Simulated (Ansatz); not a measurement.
Frontier orbitals of CH6GaInS.

Cartesian coordinates in Å:
```
C -1.1219 -0.5915 -0.8906
In 0.8067 1.5554 2.5102
Ga 0.5045 -0.6498 0.2278
S 1.7227 1.3931 -0.0771
H -1.7058 0.3107 -0.6962
H -0.8549 -0.6064 -1.9492
H -1.7570 -1.4563 -0.6870
H 0.0986 -0.3303 1.8477
H 1.6130 -1.7608 0.2363
H 0.6940 2.1359 -0.5218
```

The species carries charge 0 and has multiplicity 1. Correlated methods include outer-core shells of Ga, In, which these sets cover unevenly. Scalar relativity is left out up to krypton. In: def2 effective core potential. The bonds changed during the relaxation, so this is another structure than the one it started from. The geometry is a stationary point of PBE0-D4/def2-TZVP. It is one conformer, not always the lowest. Basis def2-TZVPP, the Gaussian-basis code of Ansatz.

```tsv
functional	HOMO (eV)	LUMO (eV)	gap (eV)
LDA (SPW92)	-6.18	-2.98	3.20
PBE	-5.98	-2.73	3.25
revPBE	-5.91	-2.63	3.28
PBE0	-6.88	-2.09	4.79
r2SCAN0	-7.05	-2.01	5.04
BHLYP	-7.67	-1.47	6.20
CAM-B3LYP	-8.07	-1.29	6.78
LC-ωPBE	-9.18	-0.26	8.92
ωB97X-V	-8.92	-0.39	8.53
ωB97M-V	-8.85	-0.61	8.24
HF	-8.67	0.20	8.87
```

A quarter of exact exchange (PBE0) shifts PBE's HOMO by −0.89 eV and its LUMO by +0.65 eV; full exchange at long range (ωB97M-V) shifts them by −2.87 and +2.13 eV. The gap opens from 3.25 to 8.24 eV, since occupied levels lose self-interaction and empty ones feel all the electrons.

LC-ωPBE has ω = 0.4 bohr⁻¹.
